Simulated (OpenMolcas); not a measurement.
**Sb⁺: effect of the IPEA shift**

```json
{"Program": "OpenMolcas", "Basis": "ANO-RCC-VTZP [7s6p4d2f1g]", "Scalar Hamiltonian": "DKH2, point nucleus", "Active space": "4 electrons in 9 orbitals (RAS2 5s 5p; RAS3 5d, at most 2 electrons)", "State averaging": "2S+1 = 3 even, 3 roots; 2S+1 = 1 even, 6 roots; 2S+1 = 5 odd, 1 root; 2S+1 = 3 odd, 8 roots; 2S+1 = 1 odd, 8 roots", "Spin-orbit coupling": "RASSI with atomic mean-field integrals over the reference wave functions, term energies averaged over their components"}
```

Methods on the same reference wave functions:
A. RASSCF
B. SS-RASPT2, IPEA 0 Eh, imaginary shift 0.1 Eh (closed shells correlated: 4d)
C. SS-RASPT2, IPEA 0.25 Eh, imaginary shift 0.1 Eh (closed shells correlated: 4d)

Energies in cm-1 above 5s2 5p2 3P0, the measured ground level; measured values from NIST Handbook of Basic Atomic Spectroscopic Data.

| Level | A | B | C | Measured |
| --- | --- | --- | --- | --- |
| 5s2 5p2 3P0 | 0.0 | 0.0 | 0.0 | 0.0 |
| 5s2 5p2 3P1 | 2498 | 2580 | 2580 | 3055 |
| 5s2 5p2 3P2 | 5132 | 5050 | 5050 | 5658 |
| 5s2 5p2 1D2 | 13982 | 12390 | 12420 | 12790 |
| 5s2 5p2 1S0 | 25897 | 23700 | 23920 | 23906 |
| 5s 5p3 5S* 2 | 44048 | 49990 | 50100 | 51723 |
| 5s 5p3 3D* 1 | 64706 | 67200 | 67650 | 66292 |
| 5s 5p3 3D* 2 | 64769 | 67300 | 67750 | 66502 |
| 5s 5p3 3D* 3 | 65604 | 68180 | 68630 | 67888 |
| 5s 5p3 3P* 0 | 76548 | 78260 | 78780 | 76858 |
| 5s 5p3 3P* 2 | 76718 | 78280 | 78800 | 78391 |
| 5s 5p3 3P* 1 | 76837 | 78580 | 79100 | 77139 |

Deviations, from unrounded energies. A percentage is the sum of absolute deviations over the sum of measured energies, with the sign that they share, or ± where signs differ.

```tsv
Against measurement	Levels	A	B	C
mean absolute deviation (cm-1)	11	1800	760	980
fine structure of the ground term (%)	2	-12.4	-12.4	-12.5
other terms of the ground configuration (%)	2	+8.7	-1.6	±1.0
other configurations (%)	7	-3.2	±1.4	±1.9
```

B lies closest to measurement on these levels and A furthest from it. The largest miss of B in the table is 5s 5p3 5S* 2, by -1700 cm-1. The ranking rests on the paired levels alone, and a cruder setting can come out closer through cancelling errors.

Between B and C the level of the table that moves most is 5s 5p3 3P* 0, by 520 cm-1 (lowest in B, highest in C). Moves below CASPT2's spread within the term are not significant.

From A to B the spin-free energies of the other terms of 5s2 5p2 shown, above 3P, scale by factors of 0.80 to 0.89.

The lowest spin-free term lies below A's lowest term by 0.440 hartree in B, 0.438 hartree in C.

CASPT2 breaks the degeneracy within a term, and the mean is taken; among the terms shown or strongly mixed into the levels shown the widest spread is 25 cm-1 (5s 5p3 3D*, C). The run also gave levels led by 5s2 5p 5d, which use shells meant for correlation; these and all levels above them are left out. Some terms mix strongly with configurations of 5d, whose occupation reaches 0.19 (5s 5p3 3D*, 5s 5p3 3P*). Some terms miss by over 15 % even with CASPT2, which points to a basis or an active space too small for the shells correlated (holds for B; C). Measured partners are found by configuration, term and J. A level has none where our copy of the source lacks it or the pairing is in doubt (some pairs that miss far off the trend of their configuration count as doubtful), and it then counts in no deviation. Levels of configurations outside the active space are missing. Levels that lie high or do not pair safely by name in every column are left out.

* marks odd parity.
